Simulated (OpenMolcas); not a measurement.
# Mn3+, Tc3+, Re3+: d4 down the group

| Quantity | Value |
| --- | --- |
| Program | OpenMolcas |
| Method | CASSCF |
| Basis | ANO-R2 |
| Scalar Hamiltonian | X2C, finite nucleus |
| Spin-orbit coupling | state interaction with AMFI integrals over the reference wave functions, term energies averaged over their components |

Active space for each ion: 4 electrons in 10 orbitals (d d).

Computed levels in cm-1 above 5D0:

```csv
Level,Mn3+,Tc3+,Re3+
5D1,101,324,2552
5D2,300,905,5284
5D3,588,1674,7808
5D4,958,2582,10015
3H4,23020,17740,18889
3H5,23242,18504,23009
3H6,23493,19206,25019
3P0(1),24722,17868,17438
3P1(1),25317,19635,23566
weight of 5D in the lowest level (%),100,98,78
```

Mixed levels, with the weight of the term that names them: Re3+ 3H4 (63 %), Re3+ 3P0(1) (66 %).

Measured, with the error of the calculation in %. Measured levels: Mn3+ from Corliss and Sugar, J. Phys. Chem. Ref. Data 6, 1253 (1977); Re3+ from the list in Brasseur, Gamrath and Quinet, At. Data Nucl. Data Tables 157, 101636 (2024).

| Level | Mn3+ | Re3+ |
| --- | --- | --- |
| 5D1 | 99.0 (+2.3) | 3084 (-17.3) |
| 5D2 | 287 (+4.4) | 5979 (-11.6) |
| 5D3 | 552 (+6.5) | 8350 (-6.5) |
| 5D4 | 886 (+8.1) | 10121 (-1.0) |
| 3H4 | 21281 (+8.2) | 16946 (+11.5) |
| 3H5 | 21475 (+8.2) | 20930 (+9.9) |
| 3H6 | 21679 (+8.4) | 22896 (+9.3) |
| 3P0(1) | 20654 (+19.7) |  |
| 3P1(1) | 21279 (+19.0) | 19340 (+21.8) |

The fine-structure level 5D4 changes by a factor of 10.5 from Mn3+ to Re3+.

Without spin-orbit coupling 3H lies 22715, 17092, 16119 cm-1 above 5D in that order; the difference to the level 3H4, of either sign, comes from spin-orbit coupling, which also lowers the zero.

Without dynamic correlation excited terms often stand tens of per cent too high (terms of higher spin than the ground term too low), and those without a measured partner can miss by more than the paired ones. Active for correlation alone: 4d; no level in the range computed is led by a configuration that fills it, so any true level of that kind is missing (holds for Mn3+). Active for correlation alone: 5d; no level in the range computed is led by a configuration that fills it, so any true level of that kind is missing (holds for Tc3+). Active for correlation alone: 6d; no level in the range computed is led by a configuration that fills it, so any true level of that kind is missing (holds for Re3+). Measured partners are found by configuration, term and J. A level has none where our copy of the source lacks it or the pairing is in doubt (some pairs that miss far off the trend of their configuration count as doubtful), and it then counts in no deviation. Only configurations of the active space appear.

A number in round brackets counts repeated terms of one configuration in the order of the reference energies.
